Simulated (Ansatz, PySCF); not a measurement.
Si(F)(OH)2(NH2) (FH4NO2Si), SMILES N[Si](O)(O)F.

Geometry optimised at B3LYP-D3(BJ)/def2-SVP. The structure was generated by enumeration, and PubChem lists no compound with its InChIKey, so it may never have been made. Other conformers were not sampled.

Vertical ionisation energy (IE) and electron affinity (EA) in eV. Rows of orbital energies are one-electron estimates. Where ΔSCF, EOM or ADC give a negative EA the extra electron is unbound and the value depends on the basis.

```
level                                                                        IE     EA
------------------------------------------------------------------------  -----  -----
−ε(HOMO), −ε(LUMO), PBE0/def2-TZVP (PySCF)                                 8.06  -0.48
−ε(HOMO), −ε(LUMO), PBE/def2-TZVP (PySCF)                                  6.51   0.40
ΔSCF, CAM-B3LYP/def2-SVPD (Ansatz), final states of multiplicity 2 and 2  10.86  -1.14
ΔSCF, PBE/def2-SVPD (Ansatz), final states of multiplicity 2 and 2          ___    ___
```

### Question
Fill in the missing entries. (Estimate from the structure and the level; the computed values follow.)

### Answer

- ΔSCF, PBE/def2-SVPD (Ansatz, a program for electronic structure), final states of multiplicity 2 and 2, IE: 10.23
- ΔSCF, PBE/def2-SVPD (Ansatz), final states of multiplicity 2 and 2, EA: -0.87

### Question
What vertical singlet–triplet gap does ΔSCF give with CAM-B3LYP/def2-SVPD (Ansatz) and with PBE/def2-SVPD (Ansatz)? (Estimate from the structure and the level; the computed values follow.)

### Answer
6.79 and 6.23 eV (triplet above singlet where positive).
